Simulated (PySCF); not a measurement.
How methods differ on the electron affinity of Pd

Pd⁻ [Kr] 4d10 5s1 (2S) → Pd [Kr] 4d10 (1S), as a difference of total energies. Calculation: PySCF 2.14, in aug-cc-pwCVTZ-PP with ECP28MDF (8s8p7d4f3g, 122 functions); a scalar-relativistic core potential. Correlated levels: valence: 4s2 4p6 frozen. The calculations carry no spin-orbit coupling.

```tsv
method	electron affinity (eV)
UHF	-0.238
MP2 (valence)	0.232
SCS-MP2 (valence)	0.154
CCSD (valence)	0.331
CCSD(T) (valence)	0.446
```

Errors of the correlated levels include the incompleteness of this basis and the frozen core.

A negative affinity means that the anion lies above the atom at that level of theory.

The coupled-cluster amplitudes are large for Pd⁻ (T1 above 0.03 or a double amplitude above 0.15), so a single reference is strained.

For comparison: 0.562 eV (measured; photodetachment measurements, as compiled on the Wikipedia data page of electron affinities).
